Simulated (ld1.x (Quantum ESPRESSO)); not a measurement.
Pd: one change to an RRKJ potential, before and after

- Element: palladium (Pd)
- Generator: ld1.x (Quantum ESPRESSO) 7.5
- Type: norm-conserving RRKJ (Kleinman–Bylander form)
- Functional: PBE
- Relativity: scalar-relativistic
- Frozen core: [Ar] 3d10 4s2
- Valence charge: 16
- Reference configuration: 4p6 4d10 5s0 5p0
- Partial waves: 4p (bound): rc 1.35 bohr; 4d (bound): rc 1.35 bohr; 5s (bound, empty): rc 2.45 bohr
- Local potential: the s channel
- Core correction: a·sin(br)/r model core inside 0.65 bohr
- rho0: 0.001

Change: core correction a·sin(br)/r model core inside 1.20 bohr.

Cutoffs: the cutoffs (Ry, on a coarse ladder) from which the occupation-weighted sum of valence levels, in a spherical-Bessel basis at the reference potential, stays within 10 and 1 mRy of its value at 400 Ry; they do not see the model core or the augmentation charge, which bear on the density cutoff. Errors are all-electron minus pseudo energies relative to the spin-unpolarised reference configuration.

Problem. What does the change do?

Solution. The potential gets neither clearly harder nor softer (80 Ry and 140 Ry → 80 Ry and 140 Ry); the errors of the 7 common tests hardly move; neither file shows a bound ghost at the reference potential, the only one tested. A wider model core is smoother and lowers the density cutoff, which this test does not measure.

| quantity | base | changed |
| --- | --- | --- |
| cutoff, loose | 80 Ry | 80 Ry |
| cutoff, tight | 140 Ry | 140 Ry |
| bound ghosts | none | none |
| error for 4p6 4d9 5s0 5p0, meV [ΔE 9.12 eV] | -49 | -49 |
| error for 4p6 4d8 5s0 5p0, meV [ΔE 29.93 eV] | -284 | -284 |
| error for 4p6 4d7 5s0 5p0, meV [ΔE 64.29 eV] | -797 | -798 |
| error for 4p6 4d9.5 5s0 5p0, meV [ΔE 3.23 eV] | -9.2 | -9.2 |
| error for 4p5 4d10 5s0 5p0, meV [ΔE 57.17 eV] | -245 | -238 |
| error for 4p6 4d6 5s0 5p0, meV [ΔE 113.64 eV] | -1611 | -1614 |
| error for 4p6 4d9 5s0 5p1, meV [ΔE 5.24 eV] | -490 | -490 |
| s: phases at 2.66 bohr within 0.05 rad from the reference energy up to (Ry; the scan ends near 5) | 2.9 | 2.9 |
| p: phases at 2.66 bohr within 0.05 rad from the reference energy up to (Ry; the scan ends near 5) | -0.7 | -0.7 |
| d: phases at 2.66 bohr within 0.05 rad from the reference energy up to (Ry; the scan ends near 5) | 1.1 | 1.1 |

Base: These tests converged, but a pseudo level misses the all-electron one widely, so the file describes the atom poorly there or has found another state: 4p6 4d7 5s0 5p0: empty 5p by 2.7 eV; 4p6 4d6 5s0 5p0: empty 5p by 3.8 eV. Changed file: These tests converged, but a pseudo level misses the all-electron one widely, so the file describes the atom poorly there or has found another state: 4p6 4d7 5s0 5p0: empty 5p by 2.7 eV; 4p6 4d6 5s0 5p0: empty 5p by 3.8 eV.
